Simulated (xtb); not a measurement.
C₂H₂Cl₂, triplet, at a GFN2-xTB geometry (a higher spin typed on purpose: for a closed-shell molecule this is an excited state), atoms displaced at random by about 0.05 Å a coordinate; xtb with GFN1-xTB.

Input for xtb:
```
$ xtb mol.xyz --gfn 1 --uhf 2 --opt --input xcontrol --json

# file mol.xyz
6

Cl     1.87067887    -0.02759628     0.35224277
C      0.57271134    -0.36590163    -0.79372583
C     -0.64366729     0.38790918    -0.80243587
Cl    -1.81820182    -0.10766973     0.30193467
H      0.82855834    -1.31845805    -1.19318628
H     -0.72745061     1.27128034    -1.23918431

# file xcontrol
$opt
  engine=lbfgs
$end
```

Task: What does xtb print? Leave out banner, timings and long lists.

Result: 
```
   ID    Z sym.   atoms
    1   17 Cl     1, 4
    2    6 C      2, 3
    3    1 H      5, 6

           -------------------------------------------------
          |                Calculation Setup                |
           -------------------------------------------------

           -------------------------------------------------
          |                 G F N 1 - x T B                 |
           -------------------------------------------------

          ...................................................
          :                      SETUP                      :
          :.................................................:
          :  # basis functions                  32          :
          :  # atomic orbitals                  30          :
          :  # shells                           14          :
          :  # electrons                        24          :
          :  # halogen bonds                     0          :
          :  max. iterations                   250          :
          :  Hamiltonian                  GFN1-xTB          :
          :  restarted?                      false          :
          :  GBSA solvation                  false          :
          :  PC potential                    false          :
          :  electronic temp.          300.0000000     K    :
          :  accuracy                    1.0000000          :
          :  -> integral cutoff          0.2500000E+02      :
          :  -> integral neglect         0.1000000E-07      :
          :  -> SCF convergence          0.1000000E-05 Eh   :
          :  -> wf. convergence          0.2000000E-04 e    :
          :  Broyden damping             0.4000000          :
          :  net charge                          0          :
          :  unpaired electrons                  2          :
          ...................................................

 iter      E             dE          RMSdq      gap      omega  full diag
   1    -13.7361602 -0.137362E+02  0.755E+00    4.42       0.0  T
   2    -13.7414084 -0.524822E-02  0.467E+00    4.62       1.0  T
   3    -13.7416423 -0.233927E-03  0.213E-01    4.56       1.0  T
   4    -13.7417763 -0.133950E-03  0.913E-02    4.58       1.0  T
   5    -13.7417900 -0.137313E-04  0.518E-03    4.58       7.9  T
   6    -13.7417901 -0.912304E-07  0.197E-03    4.58      20.7  T
   7    -13.7417901 -0.594598E-08  0.351E-04    4.58     116.4  T
   8    -13.7417901 -0.231477E-10  0.135E-04    4.58     302.5  T
   9    -13.7417901 -0.236717E-10  0.160E-05    4.58    2550.8  T

   *** convergence criteria satisfied after 9 iterations ***

 transition dipole moment (au) for excitation:          12          13
     X       Y       Z
   1.1559  -0.3812  -0.0313  total (au/Debye):    1.218   3.095
 dE (eV)             :    0.318
 oscillator strength :  0.16320E-01

         :::::::::::::::::::::::::::::::::::::::::::::::::::::
         ::                     SUMMARY                     ::
         :::::::::::::::::::::::::::::::::::::::::::::::::::::
         :: total energy             -13.645696754239 Eh    ::
         :: gradient norm              0.125510913573 Eh/a0 ::
         :: HOMO-LUMO gap              4.579970068640 eV    ::
         ::.................................................::
         :: SCC energy               -13.741790125326 Eh    ::
         :: -> electrostatic           0.002102287058 Eh    ::
         :: repulsion energy           0.098207810465 Eh    ::
         :: dispersion energy         -0.002114439378 Eh    ::
         :: halogen bond corr.         0.000000000000 Eh    ::
         :: add. restraining           0.000000000000 Eh    ::
         :: total charge               0.000000000000 e     ::
         :::::::::::::::::::::::::::::::::::::::::::::::::::::

      -----------------------------------------------------------
     |                       L-ANC optimizer                     |
      -----------------------------------------------------------
[...]
 * total energy  :   -13.6550226 Eh     change       -0.9325882E-02 Eh
 * total energy  :   -13.6565666 Eh     change       -0.1543969E-02 Eh
 * total energy  :   -13.6568598 Eh     change       -0.2931719E-03 Eh
 * total energy  :   -13.6569348 Eh     change       -0.7497418E-04 Eh
 * total energy  :   -13.6569521 Eh     change       -0.1733075E-04 Eh
 * total energy  :   -13.6569546 Eh     change       -0.2505670E-05 Eh
   *** GEOMETRY OPTIMIZATION CONVERGED AFTER 6 CYCLES ***
         :: total energy             -13.656954587678 Eh    ::
[...]

           -------------------------------------------------
          |                Property Printout                |
           -------------------------------------------------

    * Orbital Energies and Occupations

         #    Occupation            Energy/Eh            Energy/eV
      -------------------------------------------------------------
         1        2.0000           -0.9162587             -24.9327
         2        2.0000           -0.9157312             -24.9183
         3        2.0000           -0.6545698             -17.8118
         4        2.0000           -0.6128563             -16.6767
         5        2.0000           -0.5552509             -15.1091
         6        2.0000           -0.5547842             -15.0964
         7        2.0000           -0.5425816             -14.7644
         8        2.0000           -0.4930462             -13.4165
         9        2.0000           -0.4865326             -13.2392
        10        2.0000           -0.4682327             -12.7413
        11        2.0000           -0.4527138             -12.3190
        12        1.0000           -0.3615916              -9.8394
        13        1.0000           -0.3526691              -9.5966 (HOMO)
        14                         -0.1791420              -4.8747 (LUMO)
        15                         -0.1762543              -4.7961
        16                         -0.1001494              -2.7252
        17                         -0.0930110              -2.5310
        18                         -0.0500256              -1.3613
        19                         -0.0463680              -1.2617
        20                         -0.0460752              -1.2538
        21                         -0.0453774              -1.2348
        22                         -0.0451345              -1.2282
        23                         -0.0364428              -0.9917
        24                         -0.0161092              -0.4384
       ...                                ...                  ...
        30                          0.4079900              11.1020
      -------------------------------------------------------------
                  HL-Gap            0.1735271 Eh            4.7219 eV
             Fermi-level           -0.3365291 Eh           -9.1574 eV

  Mulliken/CM5 charges         n(s)   n(p)   n(d)
     1Cl   -0.05544 -0.05921   1.945  5.099  0.012
     2C     0.01350 -0.03859   1.071  2.915  0.000
     3C     0.01355 -0.03860   1.071  2.915  0.000
     4Cl   -0.05528 -0.05906   1.945  5.099  0.012
     5H     0.04182  0.09768   0.958  0.000  0.000
     6H     0.04185  0.09778   0.958  0.000  0.000

Wiberg/Mayer (AO) data.
largest (>0.10) Wiberg bond orders for each atom

 ---------------------------------------------------------------------------
     #   Z sym  total        # sym  WBO       # sym  WBO       # sym  WBO
 ---------------------------------------------------------------------------
     1  17 Cl   1.293 --     2 C    1.165
     2   6 C    3.408 --     3 C    1.188     1 Cl   1.165     5 H    0.967
     3   6 C    3.408 --     2 C    1.188     4 Cl   1.166     6 H    0.967
     4  17 Cl   1.294 --     3 C    1.166
     5   1 H    1.014 --     2 C    0.967
     6   1 H    1.014 --     3 C    0.967
 ---------------------------------------------------------------------------

Topologies differ in total number of bonds
Writing topology from bond orders to xtbtopo.mol

 dipole moment from electron density (au)
     X       Y       Z
   0.0048   0.0040  -0.3485  total (Debye):    0.886

optimized geometry written to: xtbopt.xyz

           -------------------------------------------------
          | TOTAL ENERGY              -13.656954587678 Eh   |
          | GRADIENT NORM               0.000659688938 Eh/α |
          | HOMO-LUMO GAP               4.721912640806 eV   |
           -------------------------------------------------

normal termination of xtb
```
